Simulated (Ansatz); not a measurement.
Steps of a relaxation of C2H8N2Si, SMILES `C=NCN[SiH3]` with RKS PBE0-D4/def2-TZVP.

```sh
$ ansatz run in.yaml --threads 4 --pin off --events-out ev --progress --plain --max-ram 10444MiB
```

```yaml
crystal:
  periodic: [false, false, false]
  atoms:
    - {symbol: C, position_ang: [-0.752665, 2.119067, -0.065804]}
    - {symbol: N, position_ang: [-0.187132, 1.298097, -0.859828]}
    - {symbol: C, position_ang: [0.918159, 0.495369, -0.336529]}
    - {symbol: N, position_ang: [0.720422, -0.922382, -0.533714]}
    - {symbol: Si, position_ang: [-0.359178, -1.863241, 0.481194]}
    - {symbol: H, position_ang: [-1.602368, 2.734751, -0.424277]}
    - {symbol: H, position_ang: [-0.442636, 2.262844, 1.001902]}
    - {symbol: H, position_ang: [1.092387, 0.681923, 0.755002]}
    - {symbol: H, position_ang: [1.836479, 0.823934, -0.874794]}
    - {symbol: H, position_ang: [0.745601, -1.185413, -1.524380]}
    - {symbol: H, position_ang: [-1.839503, -1.573454, 0.360037]}
    - {symbol: H, position_ang: [0.034156, -1.598239, 1.909737]}
    - {symbol: H, position_ang: [-0.143221, -3.308156, 0.125955]}
basis:
  gaussian: {orbitals: def2-TZVP}
hamiltonian: {xc: pbe0, dispersion: d4}
relax: {f_tol: 0.005, max_steps: 150}
```

Positions (Å) and forces (eV/Å) along the path, 11 of 14 steps:

```xyz
13
step=1 energy=-13054.3203 eV
C    -0.753    2.119   -0.066    0.287   -0.384   -0.271
N    -0.187    1.298   -0.860   -0.380    0.603    0.847
C     0.918    0.495   -0.337    0.304    0.156    0.184
N     0.720   -0.922   -0.534   -0.395   -0.194   -0.166
Si   -0.359   -1.863    0.481    0.237    0.166   -0.170
H    -1.602    2.735   -0.424    0.511   -0.368    0.149
H    -0.443    2.263    1.002   -0.147   -0.134   -0.636
H     1.092    0.682    0.755   -0.149   -0.095   -0.568
H     1.836    0.824   -0.875   -0.493   -0.195    0.253
H     0.746   -1.185   -1.524   -0.021    0.194    0.626
H    -1.840   -1.573    0.360    0.367   -0.030   -0.001
H     0.034   -1.598    1.910   -0.080   -0.042   -0.313
H    -0.143   -3.308    0.126   -0.042    0.322    0.068
13
step=2 energy=-13054.3812 eV
C    -0.751    2.094   -0.062    0.035    0.074   -0.030
N    -0.196    1.286   -0.854    0.036    0.113    0.183
C     0.909    0.493   -0.333    0.055   -0.012    0.039
N     0.716   -0.919   -0.529   -0.225   -0.161    0.050
Si   -0.353   -1.850    0.482    0.203    0.155   -0.176
H    -1.569    2.726   -0.423    0.092   -0.153    0.075
H    -0.444    2.221    0.992   -0.044   -0.040   -0.184
H     1.074    0.679    0.747   -0.044   -0.021   -0.179
H     1.815    0.818   -0.867   -0.155   -0.044    0.082
H     0.735   -1.175   -1.510    0.017    0.053    0.165
H    -1.812   -1.547    0.350    0.080   -0.013    0.009
H     0.038   -1.580    1.895   -0.025   -0.018   -0.066
H    -0.140   -3.280    0.126   -0.025    0.067    0.032
13
step=3 energy=-13054.3771 eV rejected
C    -0.727    2.105   -0.068   -0.473   -0.157    0.110
N    -0.182    1.293   -0.855    0.058   -0.127   -0.071
C     0.911    0.491   -0.331    0.101    0.066   -0.066
N     0.711   -0.917   -0.528   -0.112   -0.007    0.062
Si   -0.353   -1.838    0.476    0.071    0.051   -0.048
H    -1.606    2.664   -0.399    0.200    0.133   -0.029
H    -0.430    2.219    0.983    0.085    0.079    0.035
H     1.068    0.676    0.741    0.009    0.006    0.050
H     1.815    0.809   -0.859    0.072    0.001   -0.017
H     0.736   -1.174   -1.502    0.032   -0.012   -0.068
H    -1.804   -1.529    0.343   -0.048    0.007    0.000
H     0.032   -1.570    1.884    0.007    0.004    0.045
H    -0.151   -3.265    0.129   -0.003   -0.044   -0.002
13
step=5 energy=-13054.3849 eV rejected
C    -0.751    2.077   -0.059   -0.053   -0.085    0.028
N    -0.187    1.281   -0.852    0.153    0.188   -0.020
C     0.922    0.495   -0.335   -0.188    0.008    0.013
N     0.707   -0.908   -0.531    0.070   -0.201   -0.038
Si   -0.351   -1.830    0.473   -0.021    0.014    0.063
H    -1.576    2.694   -0.415   -0.034   -0.009    0.016
H    -0.467    2.175    0.999    0.040    0.064   -0.017
H     1.089    0.683    0.738   -0.012    0.000   -0.004
H     1.821    0.813   -0.873    0.006    0.006   -0.013
H     0.751   -1.169   -1.505    0.002   -0.012    0.008
H    -1.806   -1.520    0.354   -0.005    0.018   -0.014
H     0.039   -1.561    1.883    0.005    0.000    0.005
H    -0.170   -3.265    0.138    0.035    0.008   -0.027
13
step=6 energy=-13054.3891 eV
C    -0.752    2.083   -0.057    0.015   -0.020    0.006
N    -0.184    1.290   -0.851   -0.009    0.016   -0.022
C     0.915    0.492   -0.335   -0.011    0.014    0.011
N     0.709   -0.916   -0.532   -0.015   -0.027   -0.001
Si   -0.352   -1.833    0.475    0.008    0.007    0.000
H    -1.584    2.692   -0.410   -0.001    0.004    0.003
H    -0.454    2.199    0.995    0.002    0.001   -0.001
H     1.079    0.676    0.738   -0.003    0.000   -0.003
H     1.818    0.810   -0.869    0.003   -0.001    0.002
H     0.752   -1.179   -1.506    0.008    0.006    0.008
H    -1.806   -1.520    0.348    0.003   -0.001    0.002
H     0.038   -1.563    1.885   -0.001   -0.002   -0.004
H    -0.158   -3.265    0.134    0.001    0.003    0.000
13
step=8 energy=-13054.3892 eV
C    -0.751    2.083   -0.058    0.001    0.002    0.012
N    -0.186    1.292   -0.855    0.000    0.005   -0.008
C     0.913    0.493   -0.337    0.000   -0.005    0.001
N     0.706   -0.915   -0.532   -0.002   -0.004    0.000
Si   -0.352   -1.833    0.475    0.001    0.001    0.003
H    -1.582    2.696   -0.406    0.000   -0.001   -0.005
H    -0.450    2.195    0.994    0.000    0.000   -0.001
H     1.075    0.678    0.737   -0.002    0.000    0.001
H     1.816    0.809   -0.869    0.000   -0.001   -0.001
H     0.758   -1.183   -1.504    0.002    0.003    0.000
H    -1.806   -1.522    0.349   -0.001    0.000    0.001
H     0.036   -1.563    1.885    0.001    0.000    0.001
H    -0.156   -3.265    0.134    0.001    0.001   -0.001
13
step=9 energy=-13054.3892 eV
C    -0.751    2.084   -0.058   -0.005   -0.001    0.006
N    -0.185    1.293   -0.855    0.000    0.001   -0.005
C     0.912    0.493   -0.337    0.004   -0.002    0.003
N     0.705   -0.915   -0.532   -0.005    0.000   -0.002
Si   -0.352   -1.833    0.476    0.001    0.000    0.001
H    -1.581    2.697   -0.407    0.002    0.001   -0.001
H    -0.451    2.195    0.995    0.000    0.001   -0.002
H     1.074    0.677    0.737    0.000    0.001    0.000
H     1.816    0.809   -0.868    0.001    0.000    0.001
H     0.758   -1.183   -1.504    0.001    0.000   -0.001
H    -1.806   -1.523    0.350   -0.001   -0.001    0.001
H     0.037   -1.564    1.886    0.001    0.000    0.000
H    -0.155   -3.265    0.134    0.000    0.000    0.000
13
step=10 energy=-13054.3892 eV
C    -0.751    2.085   -0.058   -0.002    0.004   -0.005
N    -0.184    1.295   -0.856    0.003   -0.002    0.001
C     0.911    0.493   -0.337    0.001   -0.001    0.002
N     0.704   -0.915   -0.533   -0.002    0.002   -0.004
Si   -0.351   -1.834    0.476    0.000    0.000    0.002
H    -1.579    2.700   -0.409   -0.001   -0.001    0.004
H    -0.453    2.194    0.995   -0.001    0.000   -0.001
H     1.072    0.677    0.737    0.001    0.000    0.000
H     1.816    0.808   -0.867    0.001    0.000    0.002
H     0.758   -1.182   -1.505    0.000   -0.002   -0.001
H    -1.806   -1.525    0.352    0.000    0.000    0.000
H     0.039   -1.565    1.885    0.001    0.000    0.001
H    -0.155   -3.265    0.133    0.000   -0.001   -0.001
13
step=11 energy=-13054.3892 eV rejected
C    -0.751    2.084   -0.059   -0.006    0.021    0.001
N    -0.183    1.296   -0.857   -0.001   -0.023    0.004
C     0.912    0.493   -0.337    0.035    0.011    0.001
N     0.703   -0.915   -0.533   -0.003    0.008    0.006
Si   -0.352   -1.834    0.476    0.000    0.002    0.002
H    -1.582    2.697   -0.408    0.005    0.002    0.002
H    -0.452    2.195    0.994   -0.007   -0.006    0.000
H     1.073    0.678    0.738   -0.015   -0.010   -0.009
H     1.818    0.807   -0.865   -0.009   -0.002   -0.005
H     0.756   -1.181   -1.505    0.001    0.000   -0.002
H    -1.806   -1.524    0.353   -0.002   -0.001    0.002
H     0.040   -1.565    1.885    0.000    0.000    0.000
H    -0.155   -3.265    0.133    0.000   -0.002   -0.002
13
step=13 energy=-13054.3892 eV
C    -0.751    2.086   -0.060   -0.001   -0.003    0.003
N    -0.182    1.296   -0.856    0.001   -0.001   -0.008
C     0.912    0.493   -0.336    0.002    0.003    0.003
N     0.703   -0.914   -0.533   -0.004    0.000    0.000
Si   -0.351   -1.834    0.476    0.001   -0.001    0.001
H    -1.579    2.700   -0.411    0.001    0.000    0.000
H    -0.456    2.194    0.994    0.002    0.001    0.000
H     1.072    0.676    0.738   -0.002    0.000    0.001
H     1.818    0.807   -0.865   -0.001    0.002    0.001
H     0.755   -1.181   -1.505    0.000   -0.001    0.000
H    -1.806   -1.525    0.356    0.000    0.000    0.000
H     0.042   -1.567    1.886    0.000    0.001    0.000
H    -0.155   -3.266    0.132    0.000    0.000   -0.001
13
step=14 energy=-13054.3893 eV
C    -0.751    2.086   -0.061    0.000   -0.001   -0.002
N    -0.182    1.297   -0.857    0.000   -0.002    0.000
C     0.912    0.493   -0.336    0.001    0.003    0.000
N     0.701   -0.914   -0.534    0.000    0.002    0.001
Si   -0.351   -1.835    0.477    0.001    0.000    0.000
H    -1.578    2.702   -0.412    0.000    0.001    0.001
H    -0.456    2.194    0.994    0.000   -0.001    0.001
H     1.070    0.676    0.739   -0.001   -0.001    0.000
H     1.818    0.807   -0.864    0.000    0.001    0.001
H     0.755   -1.181   -1.506   -0.001   -0.001    0.000
H    -1.806   -1.526    0.358    0.000    0.000    0.000
H     0.044   -1.568    1.886    0.000    0.000    0.000
H    -0.155   -3.266    0.130    0.000    0.000    0.000
```

It took 51 s on 4 threads of an Arm Neoverse V1 on a shared host, with 0.55 GiB of host memory at the peak.
